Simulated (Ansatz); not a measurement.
```yaml
crystal:
  periodic: [false, false, false]
  atoms:
    - {symbol: S, position_ang: [-1.128528, -0.826008, 0.519590]}
    - {symbol: In, position_ang: [0.452734, 0.696861, -0.466351]}
    - {symbol: Br, position_ang: [2.953304, 0.171382, -0.153327]}
    - {symbol: H, position_ang: [-2.144967, -0.125463, 0.112811]}
basis:
  gaussian: {orbitals: def2-SVPD, fitting: {mean_field: cc-pVTZ-jkfit}}
magnetization: {spin_polarized: false, initial_magnetization: 1}
hamiltonian: {xc: {name: HF}}
correlation: {method: bccd_t, electrons: outside_noble_gas}
```

```sh
$ ansatz run in.yaml --threads 4 --pin off --events-out ev --progress --plain --max-ram 10444MiB
```

(1) How does Ansatz answer? (Best estimate.)

## Answers

(1) Ansatz gave: The input was rejected before any iteration.
```
Functional definition: HF
Error: <dir> the basis set cc-pVTZ-JKFIT has no functions for In
```
